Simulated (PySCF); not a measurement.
A search over the determinants of SeO

Unrestricted PBE0; Se aug-pcseg-1, O aug-pcseg-1; no relativity (PySCF 2.14). Outer shells of the fragments: Se 3d10 4s2 4p4; O 2s2 2p4.

Followed along the bond (rough minima from three points):

| 2Ms+1 | unpaired | ⟨S²⟩ at the start | R at minimum (Å) | Te (eV) |
| --- | --- | --- | --- | --- |
| 3 | π ↑↑ | 2.01 | 1.67 | 0.00 |
| 1 | π ↑↓ | 1.01 | 1.67 | 0.31 |
| 1 | none | 0.00 | 1.67 | 1.24 |
| 5 | σ ↑, π ↑↑↑ | 6.01 | none in the scan | ≤ 4.66 |

Solutions found at the starting distance of 1.715 Å, counted from the lowest of them; the search is not exhaustive and high or unbound solutions are not listed, so other states can lie among these:

```tsv
2Ms+1	unpaired	term	E (eV)	⟨S²⟩	⟨Lz²⟩	μ (D)
3	π ↑↑	³Σ⁻	0.00	2.01	0.00	-2.23
1	π ↑↓	mixed	0.31	1.01	2.02	-2.24
1	none	mixed	1.24	0.00	2.00	-2.20
3	π ↑↑	mixed	3.21	2.01	2.01	-0.69
3	σ ↑, π ↑	³Π	4.39	2.11	1.03	-1.25
3	σ ↑, π ↑	³Π	4.65	2.01	1.01	-1.31
1	σ ↓, π ↑	mixed	4.67	1.11	1.04	-1.10
1	σ ↓, π ↑	mixed	4.99	1.01	1.01	-1.38
5	σ ↑, π ↑↑↑	⁵Π	5.75	6.01	1.00	-0.25
3	σ ↑, π ↑↑↓	mixed	6.55	3.01	3.03	-0.27
```

A term symbol is given only where ⟨S²⟩ and ⟨Lz²⟩ are close to those of a pure state; real π, δ and φ orbitals otherwise mix terms. A positive dipole means Se(−)O(+).

Spin–orbit coupling is left out. Counting both spins, an empty level lies below a filled one in some of these solutions, because spin and occupation are held.
